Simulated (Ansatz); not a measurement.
System: C4H10O, charge 0, multiplicity 1. 
Geometry from a B3LYP-D3(BJ)/def2-TZVP (Ansatz, a quantum-chemistry and plane-wave program) optimisation:
```
C
H 1 1.0955
C 1 1.5216 2 106.78
H 3 1.0973 1 109.57 2 64.43
H 3 1.0990 4 107.84 1 -118.94
O 3 1.4260 4 110.43 5 -120.99
H 6 0.9619 3 108.86 4 62.17
C 1 1.5278 2 108.43 3 -120.12
H 8 1.0892 1 111.04 2 61.09
H 8 1.0918 9 108.45 1 122.04
H 8 1.0942 9 108.08 10 116.55
C 1 1.5283 2 108.57 3 118.60
H 12 1.0912 1 110.78 2 61.87
H 12 1.0922 13 107.86 1 122.50
H 12 1.0937 13 107.52 14 116.12
```

Property: vertical ionisation energy (to the doublet state of charge +1; each state is the SCF solution reached for its spin), in eV. Cores are frozen in the correlated levels unless marked. Open shells are spin-unrestricted. Spin-orbit coupling is left out. Non-relativistic. Basis-set limits of correlation are two-point, X^-3; Hartree-Fock from the larger set. The bracket is a focal-point correction in the basis named.

```tsv
level	program	vertical ionisation energy (eV)
HF/aug-cc-pVQZ	Ansatz	9.33
B3LYP/def2-TZVPD	Ansatz	10.26
MP2/aug-cc-pVDZ	Ansatz	10.93
MP2/aug-cc-pVTZ	Ansatz	11.08
RI-MP2/aug-cc-pVQZ	Ansatz	11.14
RI-MP2/CBS(aug-cc-pVTZ,aug-cc-pVQZ)	Ansatz	11.19
CCSD/aug-cc-pVDZ	Ansatz	10.50
CCSD/aug-cc-pVTZ	Ansatz	10.60
CCSD(T)/aug-cc-pVTZ	Ansatz	10.65
RI-MP2/CBS(aug-cc-pVTZ,aug-cc-pVQZ)+[CCSD(T)-MP2]/aug-cc-pVTZ	Ansatz	10.76
```
